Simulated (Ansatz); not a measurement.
A structure relaxed at PBE0-D4/def2-TZVP, charge 0, multiplicity 1:

```xyz
9

N    -0.022   -0.960   -1.129
Si   -0.654   -0.186    0.246
C     0.692    0.963    0.889
S     2.085    1.225    0.122
H     0.839   -0.598   -1.512
H    -0.577   -1.458   -1.801
H    -1.864    0.657    0.009
H    -1.009   -1.130    1.343
H     0.511    1.488    1.833
```

Question: Give its formula and SMILES.

Answer: CH5NSSi, `N[SiH2]C=S`.

Question: Summarise the bond lengths by kind.

Answer: 1 × N–Si 1.700 Å; 2 × H–N 1.004 to 1.009 Å; 1 × C–Si 1.883 Å; 2 × H–Si 1.490 to 1.494 Å; 1 × C–S 1.612 Å; 1 × C–H 1.094 Å.

Computed with Ansatz.
